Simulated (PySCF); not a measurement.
MLi for M along the fourth-period p block

MP2 with double-zeta basis sets in PySCF, for the lowest determinant that a PBE0 search found; no spin–orbit coupling. De refers to high-spin ground-configuration atoms.

```json
{"M": "Ge", "basis": "cc-pVDZ/cc-pVDZ-PP", "reference, frozen orbitals": "UHF, 4", "state (unpaired electrons)": "quartet (σ ↑, π ↑↑)", "Re (Å)": "2.426", "ωe (cm⁻¹)": "411", "De (eV)": "1.63"}
{"M": "As", "basis": "cc-pVDZ/cc-pVDZ-PP", "reference, frozen orbitals": "UHF, 4", "state (unpaired electrons)": "triplet (π ↑↑)", "Re (Å)": "2.461", "ωe (cm⁻¹)": "428", "De (eV)": "1.15"}
{"M": "Se", "basis": "def2-SVP", "reference, frozen orbitals": "UHF, 9", "state (unpaired electrons)": "doublet (π ↑)", "Re (Å)": "2.291", "ωe (cm⁻¹)": "515", "De (eV)": "2.52"}
{"M": "Br", "basis": "cc-pVDZ/cc-pVDZ-PP", "reference, frozen orbitals": "RHF, 4", "state (unpaired electrons)": "singlet (closed shell)", "Re (Å)": "2.227", "ωe (cm⁻¹)": "547", "De (eV)": "4.06"}
```

By what factor does the well depth vary along the series?

At MP2 it runs from 1.15 eV (LiAs) to 4.06 eV (LiBr), a factor of 3.53.

The rows differ in basis set, which adds steps of its own.

The state changes along the series, so neighbouring rows are not always alike in their bonding.

Correlated steps freeze the inner cores (4 to 9 orbitals); shallow outer-core shells are correlated. Correlated levels converge slowly with the basis: in double zeta they bind strong bonds too weakly, by up to about 1 eV, and carry superposition errors of some tenths. Where the molecule has an RHF reference, its open-shell atoms are computed with UHF. States were picked by a PBE0 search and need not be the measured ground states.
